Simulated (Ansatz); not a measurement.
A run for Ansatz (an electronic-structure program): R-B3LYP/def2-TZVPP on GeH4SSe (SMILES S[Se][GeH3]), a point of a torsion scan.

Ansatz 0.2 input:
```yaml
crystal:
  periodic: [false, false, false]
  atoms:
    - {symbol: S, position_ang: [2.27240799, 0.37519603, 0.59295088]}
    - {symbol: Se, position_ang: [0.71467275, -1.11040944, 0.99368812]}
    - {symbol: Ge, position_ang: [-1.12895007, 0.04559098, 0.11162094]}
    - {symbol: H, position_ang: [2.74342464, -0.16915235, -0.53131169]}
    - {symbol: H, position_ang: [-0.71836818, 0.73948803, -1.15527050]}
    - {symbol: H, position_ang: [-2.22464650, -0.93620168, -0.17135648]}
    - {symbol: H, position_ang: [-1.64011351, 1.08724214, 1.06473917]}
basis:
  gaussian:
    orbitals: def2-TZVPP
hamiltonian:
  xc: {name: B3LYP}
scf: {lower_state_search: off}
```

It printed:

```
WARN ansatz: RAYON_NUM_THREADS=1 ignored (pool sized by the plan → 1); use --threads N
Functional definition: B3LYP
these checks for a lower state are left out or cut short: stability, starts, cluster_reference, orbital_swaps, neighbouring_geometries, increment
integrals: 0.14 GiB planned
1330 factors; their error is unknown
mean field: 1.18 GiB planned
mean field evaluation 1: about -132770.9693 eV, gradient 2.3e1 eV
mean field evaluation 2: about -132771.1042 eV, gradient 2.3e1 eV
mean field evaluation 4: about -132771.7095 eV, gradient 1.5e0 eV
mean field evaluation 8: about -132771.7156 eV, gradient 7.0e-2 eV
mean field evaluation 16: about -132772.2608 eV, gradient 8.2e-5 eV
mean field -132772.26076712 eV, -4879.2905869210 hartree, gradient 3.3e-6 eV, S^2 0.000000; 0 other end points of the search recorded, 0 dependent functions left out
reference -132772.26102009 eV, -4879.2905962176 hartree; 43, 43 occupied and 151, 151 virtual orbitals, 1330 factors
Total energy: -132772.26102009 eV, -4879.2905962176 hartree
Checks for a lower state left out: stability, starts, cluster_reference, orbital_swaps, neighbouring_geometries, increment
```

The calculation finished and met its thresholds.

Cost: about 7 core-seconds (a rough figure).
